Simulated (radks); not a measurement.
Effect of the nuclear size on neutral europium, [Xe] 4f7 6s2. Method: Dirac Kohn-Sham, BLYP, spin-unpolarised, spherical densities, finite nucleus; open shells fill j = l - 1/2 first; Fermi nuclear charge, rms radius 5.1115 fm; computed with a radial shooting solver on a logarithmic mesh with Libxc functionals. The rms radius is varied about that value; shifts are against it.

rms radius (fm)  total energy shift (eV)  density at nucleus (e/bohr^3)  1s1/2 shift (meV)  2s1/2 shift (meV)  5s1/2 shift (meV)  5p1/2 shift (meV)  6s1/2 shift (meV)  4f7/2 shift (meV)  6p1/2 (empty) shift (meV)
4.2272                             -5.98                      6.072e+05              -2470               -315              -2.32              0.301             -0.101              0.475                      0.084
4.6004                             -3.56                      5.946e+05              -1470               -188              -1.38              0.179             -0.060              0.283                      0.050
5.1115                                 0                      5.794e+05              0.000              0.000              0.000              0.000              0.000              0.000                      0.000
5.408                               2.20                      5.714e+05                906                116              0.852             -0.110              0.037             -0.174                     -0.031
5.7504                              4.85                      5.628e+05               2000                255               1.88             -0.244              0.082             -0.385                     -0.068

Slopes of the eigenvalues against <r^2> in GHz/fm^2, as finite differences over the two radii next to the reference (eigenvalue slopes, not the field-shift constants of lines): 1s1/2 71100, 2s1/2 9080, 5s1/2 66.8, 5p1/2 -8.66, 6s1/2 2.91, 4f7/2 -13.7, 6p1/2 (empty) -2.41.
